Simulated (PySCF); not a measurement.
O3Te, SMILES O=[Te+2]([O-])[O-].

The structure is a stationary point at PBE-D3(BJ)/def2-SVP. The def2 effective core potentials stand for the cores of Te; spin–orbit coupling is left out.

All values below come from PySCF with PBE/def2-TZVPD.

Isolated molecule, no solvent.

Computed frontier levels, gap, dipole moment and polarisability:
```yaml
highest_occupied_level: -8.21 eV
lowest_empty_level: -6.06 eV
orbital_gap: 2.16 eV
dipole_moment: 0.000 e·Å
quadrupole, principal values (traceless, Buckingham form, about the centre of nuclear charge): -4.91, -4.91, 9.81 D·Å
mean_static_polarisability: 51.4 bohr³ (7.61 Å³)
polarisability_principal_values: 34.7, 59.7, 59.7 bohr³
```
